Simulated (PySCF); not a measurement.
## How methods differ on the excitation energy of Cl²⁺

Cl²⁺ [Ne] 3s2 3p3 (4S) → Cl²⁺ [Ne] 3s1 3p4 (4P), as a difference of total energies. Computed with PySCF 2.14 in dyall-av3z (19s12p3d2f, 84 functions), with no relativity, point nucleus. Correlated levels: valence: [Ne] frozen; virtual orbitals above 40 to 60 times the deepest correlated orbital energy dropped. The calculations carry no spin-orbit coupling.

```csv
method,excitation energy (eV)
UHF,12.827
MP2 (valence),12.802
SCS-MP2 (valence),12.798
CCSD (valence),12.335
CCSD(T) (valence),12.243
```

Problem. How much does correlation contribute at CCSD(T) (valence)?

Solution. 12.243 − (12.827) = -0.584 eV, measured against UHF.

A first-order spin-orbit estimate (lowest level to lowest level, LS coupling) adds -0.046 eV.

The coupled-cluster amplitudes are large for the upper state (T1 above 0.03 or a double amplitude above 0.15), so a single reference is strained.
